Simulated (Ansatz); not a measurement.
C6H12O (`CC1(O)CCCC1`). Charge 0, multiplicity 1. All single points use the PBE0-D4/def2-TZVP geometry. It is one conformer, not always the lowest.

```xyz
19

C     1.735    0.007    1.204
C     0.683   -0.080    0.117
O     1.276   -0.510   -1.109
C    -0.506   -0.975    0.462
C    -1.565   -0.611   -0.577
C    -1.296    0.869   -0.930
C     0.002    1.245   -0.202
H     1.306    0.366    2.142
H     2.536    0.686    0.903
H     2.178   -0.976    1.395
H     1.621   -1.398   -0.976
H    -0.238   -2.037    0.459
H    -0.851   -0.733    1.473
H    -1.444   -1.234   -1.465
H    -2.578   -0.776   -0.206
H    -2.121    1.516   -0.625
H    -1.183    0.989   -2.009
H     0.659    1.888   -0.791
H    -0.214    1.762    0.737
```

(1) What is the dipole moment at ωB97M-V/def2-TZVPP? (Estimate.)

(2) And with PBE, r2SCAN, B3LYP? (Best estimate.)

(3) Give the Mulliken charges with ωB97M-V, B3LYP, PBE in def2-TZVPP. (Estimate.)

Results:

(1) Computed: 1.44 D, with components (-0.11, -0.74, 1.23) D in this frame, pointing from negative to positive charge.

(2) The calculation gave: PBE 1.35 D, r2SCAN 1.39 D, B3LYP 1.43 D.

(3) The calculation gave: 
```
atom  ωB97M-V  B3LYP    PBE
  C1    -0.31  -0.28  -0.28
  C2     0.19   0.35   0.30
  O3    -0.33  -0.38  -0.33
  C4    -0.23  -0.19  -0.18
  C5    -0.17  -0.11  -0.10
  C6    -0.17  -0.14  -0.14
  C7    -0.20  -0.16  -0.13
  H8     0.09   0.06   0.06
  H9     0.12   0.09   0.09
 H10     0.09   0.06   0.06
 H11     0.16   0.17   0.17
 H12     0.09   0.06   0.05
 H13     0.10   0.06   0.05
 H14     0.10   0.07   0.06
 H15     0.09   0.07   0.06
 H16     0.09   0.06   0.06
 H17     0.10   0.08   0.07
 H18     0.11   0.07   0.06
 H19     0.10   0.06   0.06
```

B3LYP here is the variant with VWN-RPA as its local correlation; programs differ in this.
